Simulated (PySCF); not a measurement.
The isolated species `[SiH3][N]([GeH3])C1CC1` is ionised with synchrotron light (hν = 1150.0 eV). Calculated photoelectron kinetic energies of its computed core levels, recoil neglected:

| line | kinetic energy (eV) |
| --- | --- |
| 1 | 1043.32 |
| 2 | 1042.70 |
| 3 | 859.47 |
| 4 | 858.56 |
| 5 | 746.19 |

The calculation used delta-SCF UKS SCAN, pcX-2 on the ionised atom, pcseg-1 elsewhere, spin-free X2C in PySCF 2.14.0.

**Question.** Convert to binding energies and name the level and atom behind each line. Numbering: `[SiH3:1][N:2]([GeH3:3])[CH:4]1[CH2:5][CH2:6]1`.

**Answer.** Against the vacuum level, binding energy = hν − kinetic energy.

```
line  binding energy (eV)     level  atoms                   environment
   1               106.68  Si 2p3/2    Si1                  SiH3 silicon
   2               107.30  Si 2p1/2    Si1                  SiH3 silicon
   3               290.53      C 1s  C5/C6    three-membered-ring carbon
   4               291.44      C 1s     C4  sp3 carbon bound to nitrogen
   5               403.81      N 1s     N2        silicon-bound nitrogen
```

Out of reach at this photon energy: Si 1s (1846.6 eV).

**Question.** Where does line 5 move with hν = 800.0 eV?

**Answer.** To 800.0 − 403.81 = 396.19 eV; every photoline shifts by the change in photon energy, -350.0 eV.

The listed C 1s values span 0.91 eV, from C5/C6 (bonded to 2 C and 2 H) to C4 (bonded to N, 2 C and H).

**Question.** Which photon wavelength matches the C 1s of C5/C6 threshold?

**Answer.** λ = hc/E = 12398.42 eV Å / 290.53 eV = 42.675 Å.

Other core shells, valence and Auger electrons aren't listed. One atom of each set of topologically equivalent atoms was ionised and stands for the set; in this conformer not all members are related by symmetry, and their own values weren't computed. The 2p values add to the ΔSCF energy of one spin-free hole a correction within the shell (spin–orbit coupling, ligand field). 2p1/2 minus 2p3/2 (ligand field included): Si 0.62 eV. No level of germanium is listed. Geometry: PBE0-D3(BJ)/def2-SVP, one conformer, isolated molecule.

Shape of the structure used: `[SiH3:1][N:2]([GeH3:3])[CH:4]1[CH2:5][CH2:6]1`: Si1–N2–C4–C5 -131°.
